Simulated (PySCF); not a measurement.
```xyz
4

O     -0.9343    -0.3621     0.1187
Ga     0.5919     0.5600    -0.2042
F      2.0816    -0.3259     0.1718
H     -1.7393     0.1280    -0.0863
```

Charge 0, multiplicity 2.

Task: Give the Mulliken and meta-Löwdin atomic charges from TPSSh-D3(BJ)/def2-TZVP // B3LYP-D3(BJ)/def2-TZVP run with PySCF.

Result: 
| atom | Mulliken (e) | meta-Löwdin (e) |
|---|---|---|
| O1 | -0.50 | -0.66 |
| Ga2 | 0.55 | 0.79 |
| F3 | -0.36 | -0.48 |
| H4 | 0.32 | 0.34 |
